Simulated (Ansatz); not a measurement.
CH₅AlBGa, relaxed with RKS PBE0-D4/def2-TZVP in Ansatz 0.2.0 from a PBE-D4/def2-SVP geometry. The force threshold is 0.005 eV/Å; the program also tests the step.

The species carries charge 0 and has multiplicity 1. The bonds changed during the relaxation, so this is another structure than the one it started from.

Start:

```xyz
9

B    -0.551   -0.676    0.252
Ga   -0.583    0.087    2.608
C     0.049   -0.310   -1.089
Al    0.731    1.123    0.308
H    -0.016   -1.464    1.059
H    -1.666   -0.274    0.645
H    -0.555    0.186   -1.871
H     0.911   -0.869   -1.500
H     1.680    2.198   -0.411
```

Task: By how much does the energy fall, and how many steps does the optimiser take? (An estimate is asked.)

Result: Computed: 0.71 kcal/mol, in 5 steps.

Task: Which bonds change most? (An estimate is asked.)

Result: The calculation gave: Ga2–Al4 from 2.844 to 2.812 Å; B1–Ga2 from 2.476 to 2.503 Å; C3–Al4 from 2.115 to 2.091 Å; B1–H5 from 1.248 to 1.227 Å.

Task: Give the relaxed structure. (Estimate.)

Result: The calculation gave: 
```xyz
9

B    -0.564   -0.700    0.238
Ga   -0.558    0.128    2.600
C     0.045   -0.312   -1.075
Al    0.724    1.110    0.298
H    -0.022   -1.462    1.033
H    -1.652   -0.288    0.625
H    -0.543    0.190   -1.842
H     0.901   -0.849   -1.481
H     1.669    2.183   -0.396
```
